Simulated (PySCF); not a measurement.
Pt(OH) (HOPt), SMILES [Pt][OH] (connectivity only; charge and spin as stated), neutral, multiplicity 2. Coordinates come from a B3LYP-D3(BJ)/def2-TZVPD optimisation. The multiplicity is an assumed one; other spin states were not compared. The def2 effective core potentials stand for the cores of Pt; spin–orbit coupling is left out.

The numbers are results of B3LYP-D3(BJ)/def2-TZVPD (PySCF 2.14.0), not measurements.

Harmonic wavenumbers (cm⁻¹): 631, 929, 3697. Rotational constants (GHz): 632.7, 9.002, 8.876; symmetry number 1.

Question: Work out the zero-point energy and the ideal-gas rigid-rotor harmonic-oscillator thermochemistry at 298.15 K and 1 atm.

Answer: ZPE = ½ Σ hcν = ½ × 5256 cm⁻¹ = 31.44 kJ/mol. H − E(el) = 41.86 kJ/mol. Entropy in J/(mol K): translation 175.56, rotation 81.14, vibration 2.19, spin 5.76, total 264.65. G − E(el) = -37.04 kJ/mol. Cp = 39.24 J/(mol K).
